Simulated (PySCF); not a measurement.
## As3: fields on a plane

These are results of UPBE0/[As def2-TZVP], no relativity, density fitting, PySCF, not measurements.

The doublet minimum has As–As 2.301 Å (×2), As–As 2.468 Å; As–As–As 57.6° (×2), As–As–As 64.9°.

The plane holds As1 at (0.00, 0.00), As2 at (2.30, 0.00), As3 at (1.32, 2.08) Å. Columns run from x = -1.95 to 4.65 Å, rows from y = 4.35 (top) to -1.95 Å, in steps of 0.3 Å. Other isomers or separated fragments may lie lower.

Task: Give the spin density (e/Å³) (cut at ±0.5 e/Å³). Lower edges of the bins (e/Å³): '0' -0.0830, '1' -0.0737, '2' -0.0644, '3' -0.0550, '4' -0.0457, '5' -0.0364, '6' -0.0271, '7' -0.0178, '8' -0.0084, '9' 0.0009; top 0.01.

Result: 
```
88888888888888888888888
88888888888888888888888
88888888888888888888888
88888888888888888888888
88888888888777888888888
88888888887777888888888
88888888888887788888888
88888888887088888888888
88888888887689888888888
88888888888899988888888
88888888788999888888888
88888888888888888888888
88888888888887778888888
88888888888878888888888
88888845998888998888888
88877806998879998988888
88877788998878889988888
88887778888888889988888
88888778888888888888888
88888888888888888888888
88888888888888888888888
88888888888888888888888
```

Task: Give the electrostatic potential (V) (cut at 20 V). Lower edges of the bins (V): '0' -0.11, '1' 0.01, '2' 0.20, '3' 0.50, '4' 0.97, '5' 1.72, '6' 2.91, '7' 4.79, '8' 7.78, '9' 12.50; top 20.0.

Result: 
```
00000111111111111111111
00000111122222111111111
00000112233433221111111
00000123455655432111111
00000134678877543211111
00001245799999754211111
00000246999999864211111
00000257999999975311111
00001257999999974311111
00112357999999864321111
01234567899999865432211
12356788888999887653221
13468999988899999864321
23579999998999999975322
24689999999999999975322
24689999999999999975322
23579999998899999975321
23468999987799999754221
12356788765678887643211
11234566544456665432211
11123444332234443322111
11112222211122332221111
```
